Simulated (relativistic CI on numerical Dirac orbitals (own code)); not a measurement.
**Calculated levels, Ni11+**

Computed by Dirac-Coulomb-Breit CI, separate exchange-only KLI orbitals for each configuration, QED by a radiative potential, unscaled Slater integrals (own radial code, finite nucleus).

CI space (outside the closed core [Ne]): 3s2.3p5, 3s.3p6, 3s2.3p4.3d, 3s.3p5.3d, 3p6.3d, 3s.3p4.3d2, 3s2.3p4.4s, 3s2.3p4.4p, 3s2.3p3.3d.4p, 3p6.4s, 3p6.4p, 3s.3p4.3d.4s, 3s2.3p4.4d, 3s2.3p3.3d.4s, 3s2.3p2.3d2.4s, 3s.3p3.3d2.4s, 3s2.3p2.3d.4s2, 3s2.3p2.3d.4s.4p, 3s2.3p2.3d.4s.4d. Double excitations out of closed p, d and f shells are left out; levels of such configurations are missing from the list, as are those of other unlisted configurations, and high levels can miss mixing partners.

The lowest level is 3s2.3p5 2P°_3/2, with 99 % of that term; Hund's rules for 3s2.3p5 give 2P° with J = 3/2, in agreement.

```csv
No.,Configuration,Term,J,E (cm⁻¹),%,Landé g,Lifetime (s),jj configuration (%)
1,3s2.3p5,2P°,3/2,0,99,1.333,,3p3/2^3 (99)
2,3s2.3p5,2P°,1/2,23683,99,0.665,4.19e-03,3p1/2 3p3/2^4 (99)
3,3s.3p6,2S,1/2,311973,75,2.001,2.41e-10,3s (75)
4,3s2.3p4.3d,4D,5/2,433757,92,1.363,1.60e-07,3p3/2^2 3d3/2 (45)
5,3s2.3p4.3d,4D,7/2,434255,95,1.420,1.40e-02,3p3/2^2 3d5/2 (53)
6,3s2.3p4.3d,4D,3/2,435488,91,1.195,9.81e-08,3p3/2^2 3d3/2 (58)
7,3s2.3p4.3d,4D,1/2,438042,92,0.062,5.39e-08,3p1/2 3p3/2^3 3d3/2 (58)
8,3s2.3p4.3d,4F,9/2,469254,92,1.319,3.52e-02,3p3/2^2 3d5/2 (86)
9,3s2.3p4.3d,2P,1/2,470502,90,0.666,4.24e-09,3p3/2^2 3d5/2 (40)
10,3s2.3p4.3d,4F,7/2,476397,83,1.213,2.54e-02,3p3/2^2 3d3/2 (54)
11,3s2.3p4.3d,2P,3/2,481724,73,1.387,1.88e-09,3p3/2^2 3d3/2 (37)
12,3s2.3p4.3d,4F,5/2,482742,95,1.033,1.18e-08,3p1/2 3p3/2^3 3d3/2 (61)
13,3s2.3p4.3d,4F,3/2,484196,71,0.520,1.79e-07,3p1/2 3p3/2^3 3d3/2 (45)
14,3s2.3p4.3d,4P,1/2,486044,94,2.598,1.54e-09,3p3/2^2 3d3/2 (42)
15,3s2.3p4.3d,2D,3/2,488592,57,0.869,1.55e-09,3p3/2^2 3d5/2 (42)
16,3s2.3p4.3d,4P,3/2,495149,60,1.493,1.78e-08,3p1/2 3p3/2^3 3d5/2 (77)
17,3s2.3p4.3d,4P,5/2,497404,78,1.510,6.08e-09,3p1/2 3p3/2^3 3d5/2 (55)
18,3s2.3p4.3d,2F,7/2,497598,65,1.104,5.20e-03,3p1/2 3p3/2^3 3d5/2 (38)
19,3s2.3p4.3d,2D,5/2,501786,74,1.260,3.83e-09,3p1/2 3p3/2^3 3d5/2 (59)
20,3s2.3p4.3d,2G,7/2,513722,72,0.959,5.12e-03,3p1/2 3p3/2^3 3d3/2 (90)
21,3s2.3p4.3d,2G,9/2,514749,92,1.125,4.31e-03,3p1/2 3p3/2^3 3d5/2 (86)
22,3s2.3p4.3d,2F,5/2,515595,92,0.880,2.77e-08,3p1/2 3p3/2^3 3d3/2 (36)
23,3s2.3p4.3d,2F,5/2,546536,94,0.871,3.31e-09,3p1/2 3p3/2^3 3d3/2 (32)
24,3s2.3p4.3d,2F,7/2,552701,96,1.141,1.83e-03,3p1/2 3p3/2^3 3d5/2 (82)
25,3s2.3p4.3d,2D,3/2,588107,94,0.801,4.69e-10,3p3/2^2 3d3/2 (43)
26,3s2.3p4.3d,2D,5/2,595819,92,1.194,3.97e-07,3p3/2^4 3d5/2 (48)
27,3s2.3p4.3d,2S,1/2,618144,74,1.995,4.82e-12,3p1/2 3p3/2^3 3d3/2 (28)
28,3s2.3p4.3d,2P,3/2,662398,89,1.284,3.95e-12,3p1/2 3p3/2^3 3d3/2 (47)
29,3s2.3p4.3d,2D,5/2,668794,97,1.199,3.68e-12,3p3/2^2 3d5/2 (55)
30,3s2.3p4.3d,2P,1/2,671600,98,0.676,4.06e-12,3p1/2 3p3/2^3 3d5/2 (59)
31,3s2.3p4.3d,2D,3/2,689748,89,0.844,3.76e-12,3p1/2 3p3/2^3 3d5/2 (56)
32,3s.3p5.3d,4P°,1/2,821283,100,2.659,3.93e-11,3s 3p3/2^3 3d3/2 (88)
33,3s.3p5.3d,4P°,3/2,825427,99,1.726,3.85e-11,3s 3p3/2^3 3d3/2 (54)
34,3s.3p5.3d,4P°,5/2,832975,97,1.593,3.72e-11,3s 3p3/2^3 3d5/2 (51)
35,3s.3p5.3d,4F°,9/2,844672,100,1.333,4.07e-11,3s 3p3/2^3 3d5/2 (100)
36,3s.3p5.3d,4F°,7/2,849059,96,1.242,3.93e-11,3s 3p3/2^3 3d3/2 (53)
37,3s.3p5.3d,4F°,5/2,853906,95,1.039,3.81e-11,3s 3p3/2^3 3d3/2 (54)
38,3s.3p5.3d,4F°,3/2,858391,97,0.420,3.74e-11,3s 3p1/2 3p3/2^4 3d3/2 (63)
39,3s.3p5.3d,4D°,7/2,888029,95,1.417,3.09e-11,3s 3p3/2^3 3d5/2 (78)
40,3s.3p5.3d,4D°,1/2,891147,99,0.010,3.03e-11,3s 3p1/2 3p3/2^4 3d3/2 (46)
41,3s.3p5.3d,4D°,5/2,891431,93,1.359,3.05e-11,3s 3p1/2 3p3/2^4 3d5/2 (41)
42,3s.3p5.3d,4D°,3/2,891946,96,1.185,3.04e-11,3s 3p1/2 3p3/2^4 3d3/2 (36)
43,3s.3p5.3d,2F°,7/2,916917,97,1.148,4.12e-11,3s 3p3/2^3 3d3/2 (47)
44,3s.3p5.3d,2D°,5/2,920935,72,1.108,3.69e-11,3s 3p3/2^3 3d5/2 (53)
45,3s.3p5.3d,2D°,3/2,925236,94,0.825,3.03e-11,3s 3p3/2^3 3d5/2 (66)
46,3s.3p5.3d,2F°,5/2,930452,72,0.954,3.31e-11,3s 3p1/2 3p3/2^4 3d5/2 (52)
47,3s.3p5.3d,2P°,1/2,953237,100,0.663,1.19e-11,3s 3p3/2^3 3d3/2 (53)
48,3s.3p5.3d,2P°,3/2,966137,94,1.302,1.20e-11,3s 3p1/2 3p3/2^4 3d5/2 (48)
49,3s.3p5.3d,2F°,5/2,1006102,98,0.861,1.03e-11,3s 3p3/2^3 3d3/2 (52)
50,3s.3p5.3d,2F°,7/2,1008018,99,1.143,1.01e-11,3s 3p3/2^3 3d5/2 (60)
51,3s.3p5.3d,2D°,3/2,1039187,98,0.806,1.14e-11,3s 3p3/2^3 3d3/2 (48)
52,3s.3p5.3d,2D°,5/2,1040359,99,1.196,1.13e-11,3s 3p3/2^3 3d5/2 (56)
53,3s.3p5.3d,2P°,3/2,1122890,99,1.331,2.94e-12,3s 3p3/2^3 3d5/2 (61)
54,3s.3p5.3d,2P°,1/2,1124985,99,0.664,2.96e-12,3s 3p1/2 3p3/2^4 3d3/2 (45)
55,3s.3p4.3d2,6S,5/2,1207700,97,1.993,,3s 3p3/2^2 3d3/2 3d5/2 (30)
56,3s.3p4.3d2,6D,3/2,1211697,89,1.781,,3s 3p3/2^2 3d3/2^2 (31)
57,3s.3p4.3d2,6D,1/2,1211756,96,3.208,,3s 3p3/2^2 3d3/2^2 (41)
58,3s.3p4.3d2,6D,5/2,1211838,79,1.594,,3s 3p3/2^2 3d3/2 3d5/2 (36)
59,3s.3p4.3d2,6D,7/2,1212235,74,1.535,,3s 3p3/2^2 3d3/2 3d5/2 (43)
60,3s.3p4.3d2,6D,9/2,1213321,74,1.522,,3s 3p3/2^2 3d3/2 3d5/2 (29)
61,3s.3p4.3d2,6F,11/2,1221656,88,1.441,,3s 3p3/2^2 3d5/2^2 (37)
62,3s.3p4.3d2,6F,9/2,1223676,65,1.450,,3s 3p3/2^2 3d3/2 3d5/2 (40)
63,3s.3p4.3d2,6F,1/2,1224676,97,-0.547,,3s 3p1/2 3p3/2^3 3d3/2^2 (49)
64,3s.3p4.3d2,6F,7/2,1224824,67,1.429,,3s 3p1/2 3p3/2^3 3d3/2 3d5/2 (34)
65,3s.3p4.3d2,6F,3/2,1224967,87,1.133,,3s 3p1/2 3p3/2^3 3d3/2^2 (34)
66,3s.3p4.3d2,6F,5/2,1225146,76,1.362,,3s 3p1/2 3p3/2^3 3d3/2 3d5/2 (43)
67,3p6.3d,2D,3/2,1229425,61,0.798,1.53e-10,3d3/2 (61)
68,3p6.3d,2D,5/2,1233536,61,1.200,1.53e-10,3d5/2 (61)
69,3s.3p4.3d2,6G,13/2,1234864,99,1.383,,3s 3p3/2^2 3d5/2^2 (59)
70,3s.3p4.3d2,6G,11/2,1240720,88,1.353,,3s 3p1/2 3p3/2^3 3d5/2^2 (41)
```

Energies count from the lowest computed level; ° marks odd parity; lifetimes are radiative, by E1, M1, E2, M2, E3 decay to levels of this space only; some are left blank where a channel outside the calculation adds to the decay or the decay crosses a small, uncertain gap. Filled j subshells are mostly left out of the jj labels.

The mean weight of the leading LS term, summed over parents, in these 70 levels is 88 %, and that of the leading jj configuration (from the same eigenvectors) 54 %, so LS coupling describes them better.

At this charge energies of transitions that change n are usually good to better than 1 %, and those within a shell (Δn = 0) to a few per cent.
